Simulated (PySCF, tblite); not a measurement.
Isomers of C7H12ClNSi. Level: GFN2-xTB in tblite, geometry and Hessian alike; calculated harmonic values, unscaled, isolated species. The method is semi-empirical: single wavenumbers can be off by several per cent or more. Modes of hydrogen on silicon can be 10 to 20 % off. One conformer each.

Electronic energies: PBE0/pcSseg-1 single points on the GFN2-xTB geometries (PySCF, gas phase).

```
                   SMILES  electronic energy, lowest = 0 (kJ/mol)
C=CC[Si@@H](Cl)/N=C\C1CC1                                    54.0
    N#CC[Si@H](Cl)CC1CCC1                                     0.0
   C=N[Si@@](Cl)(C#CC)CCC                                    48.9
```

**Question.** How do GFN2-xTB zero-point energies change the relative energies?

**Answer.** 
| SMILES | ZPE (kJ/mol) | of it from modes above 1550 cm⁻¹ | electronic (kJ/mol) | with ZPE, lowest = 0 (kJ/mol) | lowest mode (cm⁻¹) | rings |
| --- | --- | --- | --- | --- | --- | --- |
| N#CC[Si@H](Cl)CC1CCC1 | 455.8 | 224.7 | 0.0 | 0.0 | 22 | 1 |
| C=N[Si@@](Cl)(C#CC)CCC | 450.3 | 239.0 | 48.9 | 43.4 | 8 | 0 |
| C=CC[Si@@H](Cl)/N=C\C1CC1 | 449.7 | 235.0 | 54.0 | 47.9 | 12 | 1 |

The zero-point energies span 6.1 kJ/mol, from `C=CC[Si@@H](Cl)/N=C\C1CC1` to `N#CC[Si@H](Cl)CC1CCC1`. The order is unchanged.

**Question.** And how do the electronic energies of GFN2-xTB itself compare?

**Answer.** `N#CC[Si@H](Cl)CC1CCC1` 0.0; `C=N[Si@@](Cl)(C#CC)CCC` 87.0; `C=CC[Si@@H](Cl)/N=C\C1CC1` 10.2 kJ/mol, lowest = 0. Against the energies above, taken from the same isomer `N#CC[Si@H](Cl)CC1CCC1`, the largest difference is 43.8 kJ/mol.
